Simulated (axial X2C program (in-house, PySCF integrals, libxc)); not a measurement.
Spin–orbit effects along a row: molecules with Rb, PBE0

Calculated with an axial X2C code built on PySCF integrals, spin-free (one-electron X2C) or two-component (2c: spin–orbit coupling with atomic mean-field Coulomb and Gaunt terms, which also bring small scalar terms), in Dyall basis sets with cores contracted in-house; open shells are unrestricted.

Basis sets: Al dyall-v3z, Na dyall-cv3z, P dyall-v3z, Rb dyall-cv3z, S dyall-av3z, Si dyall-v3z.

| molecule | spin-free state | Re (Å) | ωe (cm⁻¹) | De (eV) | 2c state | Re 2c (Å) | ωe 2c (cm⁻¹) | De 2c (eV) |
| --- | --- | --- | --- | --- | --- | --- | --- | --- |
| NaRb | M_S = 0, Λ = 0 | 3.682 | 106.7 | 0.58 | Ω = 0 | 3.682 | 106.7 | 0.58 |
| RbAl | M_S = 1, Λ = 1 | 3.492 | 127.9 | 0.62 | Ω = 2 | 3.494 | 127.8 | 0.61 |
| RbSi | M_S = 3/2, Λ = 0 | 3.150 | 175.2 | 1.64 | Ω = 3/2 | 3.150 | 175.2 | 1.64 |
| RbP | M_S = 1, Λ = 0 | 3.145 | 180.2 | 1.32 | Ω = 1 | 3.145 | 180.2 | 1.32 |
| RbS | M_S = 1/2, Λ = 1 | 2.934 | 213.2 | 2.60 | Ω = 3/2 | 2.934 | 213.2 | 2.62 |

Each entry is the lowest single determinant of a limited PBE0 search at one distance. De goes to single-determinant-based atoms at the same level (for ions the charge split of lowest energy) and is withheld (n/a) where an atom does not fit its ground term or J level. Main or longest-lived isotopes. One determinant is a doubtful description, or other states lie close, for RbAl, RbSi, RbP, RbS; these need not be ground states, and all values refer to the states named. Some open-shell Ω = 0 determinants are out of reach, so the Ω given for RbAl, RbP need not be the lowest component. With several unpaired electrons the Ω given is that of one determinant, not necessarily of the lowest component. Some light 2c atoms are not at their ground J level, so De misses part of their lowering (0.04 eV or less). The functionals have no current term, which raises determinants with orbital currents. Where the atoms have a lower orbital projection than the molecule, De at mean-field level may be about a tenth of an eV too small.
